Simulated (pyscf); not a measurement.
**F–Au, singlet**

Gas-phase minimum from PySCF at ωB97X-D3(BJ)/def2-SVP, one conformer. 

```xyz
2

F      0.2475     1.0869     0.6380
Au     1.2437     0.4264    -0.8910
```

Bond lengths (Å): F1–Au2 1.941.

Properties at ωB97X-D3(BJ)/def2-SVP:

```
Item                                                                                                                             Value
---------------------------------------------------------------------------------------------------------------------  ---------------
Harmonic wavenumbers, unscaled                                                                                                572 cm⁻¹
Zero-point energy                                                                                                         0.8 kcal/mol
Rotational symmetry number                                                                                                           1
Entropy of this conformer at 298 K and 1 atm, rigid rotor and harmonic oscillator, modes under 100 cm⁻¹ raised to 100  241.8 J/(mol K)
Dipole moment                                                                                                                   4.38 D
```

Single-point totals, which compare only within one level (frozen core for MP2 and CC):

```
level                   total energy (hartree)
----------------------  ----------------------
ωB97X-D3(BJ)/def2-TZVP              -235.62325
PBE/def2-TZVP                       -235.53243
r²SCAN/def2-TZVP                    -235.59678
B3LYP-D3(BJ)/def2-TZVP              -235.63378
PBE0-D3(BJ)/def2-TZVP               -235.47921
M06-2X/def2-TZVP                    -235.43412
ωB97M-D3(BJ)/def2-TZVP              -235.58239
HF/def2-TZVPP                       -234.23872
MP2/def2-TZVPP                      -235.08786
CCSD/def2-TZVPP                     -235.05336
CCSD(T)/def2-TZVPP                  -235.08117
```

The CCSD(T) − MP2 part came from Ansatz, without density fitting, on the same reference. The frozen core leaves the outer d or s,p core shells of the metals and heavy elements correlated in the MP2 and CC values, and def2-TZVPP describes them poorly, so these totals are far from the basis limit. Elements past Kr carry the def2 core potentials, without spin-orbit coupling.
